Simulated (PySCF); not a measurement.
Unknown compound

An unknown has the formula C6H11B. Its calculated NMR data are:

$^{1}$H NMR (300 MHz, computed): δ 7.09 (q, J = 8.3 Hz, 1H), 6.68 (br, 2H), 5.33 (dq, J = 3.1, 2.1 Hz, 1H), 4.72 (dq, J = 3.1, 1.5 Hz, 1H), 2.18 (d, J = 8.3 Hz, 3H), 2.04 (t, J = 1.8 Hz, 3H).

$^{13}$C{$^{1}$H} NMR (computed): δ 176.0 (CH), 164.3 (C), 156.2 (C), 119.5 (CH2), 26.7 (CH3), 20.5 (CH3).

Theory: geometry: PBE0-D3(BJ)/def2-SVP, J: B3LYP/pcJ-1 (spin–dipole term only in couplings to heteroatoms), σ from GIAO-PBE0/pcSseg-1, in PySCF 2.14 (no solvent model, one conformer, relativity neglected, averaged over atoms made equivalent by symmetry, fast rotation or ring inversion).

Shifts are taken against calculated references (same method and geometry level): TMS for $^{1}$H (σref 31.27) and $^{13}$C (σref 184.41).

**Question.** Which candidate is it?
A. C=C/C=C/B(C)C
B. CC=C=CB(C)C
C. C=CCBC1CC1
D. B[C@]12CC[C@H]1CC2
E. B/C(=C/C)C(=C)C
F. CC#CCB(C)C

**Answer.** E. 

6 carbon signals for 6 carbons: no two carbons are equivalent. Carbon types of the structure: 2 × C, 1 × CH, 1 × CH2, 2 × CH3, leaving 2 H on heteroatoms. δC 176.0: alkene CH. δC 164.3, 156.2: fully substituted alkene carbon; as expected for a trigonal carbon in a double bond. δC 119.5: terminal =CH2 carbon; an sp2 carbon of a C=C bond. δC 26.7, 20.5: allylic methyl carbon; saturated and bonded to C and H only. δH 2.18, 2.04: hydrogen on an allylic methyl carbon; allylic position. The protons at 7.09 and 2.18 share a coupling of 8.3 Hz (vicinal). The protons at 5.33 and 4.72 share a coupling of 3.1 Hz (geminal).

The others: B[C@]12CC[C@H]1CC2 would give 4 carbon signals, not 6; CC=C=CB(C)C would give 5 carbon signals, not 6; C=CCBC1CC1 would give 5 carbon signals, not 6; C=C/C=C/B(C)C would give 5 carbon signals, not 6; CC#CCB(C)C would give 5 carbon signals, not 6.

Hydrogens on boron are broadened and split by $^{11}$B (spin 3/2, 80 %) and 10B (spin 3). A carbon bonded to boron is broadened by the quadrupolar boron nucleus and is often missing from a measured spectrum. Multiplet labels drop couplings under 1 Hz and merge nearly equal ones. Unscaled 3J(H,H) at this level run about 10 % above measured values. Shifts are as computed. Against solution values, carbons near 30 ppm lie about +2 ppm off and those near 130 ppm about +5 ppm. Of 1309 compounds with measured shifts, 239 miss one by over three times the rms of a fit or turn the order of signals round; such compounds aren't used in these exercises.
